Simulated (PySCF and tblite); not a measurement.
C₆H₈N₂, numbered as in [CH3:1][C@@H:2]([C:3]#[N:4])[C@H:5]([CH3:6])[C:7]#[N:8]. Level: PBE0-D3(BJ)/pcSseg-1//GFN2-xTB, thermal terms from GFN2-xTB, symmetry numbers and mirror pairs counted. Conformers within 2.5 kcal/mol (GFN2-xTB free energy) were kept, 7 at most. GIAO shieldings: PBE0/pcSseg-1. Shifts are against TMS (¹H), TMS (¹³C), NH3 (¹⁵N) at the same level. Codes: tblite and PySCF.

Torsions listed: C1–C2–C5–C6. Of a mirror pair one member is shown.

```
conformer  shape  point group  mirror pair  ΔE(DFT)  Δ(G−E) at 298.15 K  δ H2/H5 (ppm)
        1   180°           Ci           no     0.00                0.00           2.32
        2    68°           C1          yes     1.59               -0.04           2.63
```

Energies in kcal/mol; the thermal term leaves out symmetry numbers and mirror images.

(1) Work out the weights at 298.15 K and the ¹H shift of H2/H5 under fast exchange.

Results:

(1) RT = 0.592 kcal/mol. Each conformer gets RT ln(σ/g), with σ the rotational symmetry number and g = 2 for a mirror pair: 1: σ = 1, g = 1, G = 0.00 + 0.00 + 0.00 = 0.00, 0.00 above the lowest, exp(−ΔG/RT) = 1.000; 2: σ = 1, g = 2, G = 1.59 − 0.04 − 0.41 = 1.14, 1.14 above the lowest, exp(−ΔG/RT) = 0.145. The sum is 1.145, so the weights are 87.3, 12.7 %. The averaged shift is 2.36 ppm. At 298.15 K the leading conformer alone gives 2.32 ppm and bare DFT energies give 2.34 ppm.


¹⁵N shifts are against a computed isolated NH3 molecule, about 20 ppm from the liquid.